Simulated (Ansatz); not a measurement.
Basis-set extrapolation for `CB[SiH2][SiH2]F` (PBE0-D4/def2-TZVP geometry, frozen core, the Gaussian-basis code of Ansatz). Multiplicity 1, RHF reference.

```json
{"": "HF", "def2-TZVPP": "-744.645903", "def2-QZVPP": "-744.671934"}
{"": "MP2 correlation", "def2-TZVPP": "-0.772855", "def2-QZVPP": "-0.833451"}
{"": "CCSD(T) correlation", "def2-TZVPP": "-0.865850", "def2-QZVPP": "not run"}
```

Energies in hartree. Use E(X) = E(∞) + A·exp(−7.88·√X) for Hartree–Fock and E(X) = E(∞) + B·X^(−2.97) for correlation, with X = 3 and 4, and add CCSD(T) minus MP2 of the smaller set to the MP2 limit.

Problem. What is the CCSD(T) energy at the basis-set limit?

Solution. HF limit: -744.671934 + (-0.026031) × 0.13774 = -744.67552. MP2 limit: -0.833451 + (-0.060596) × 0.74074 = -0.87834. Higher-order term: -0.865850 − (-0.772855) = -0.09300. Total: -745.64686 hartree, 3.68 eV below CCSD(T)/def2-TZVPP.
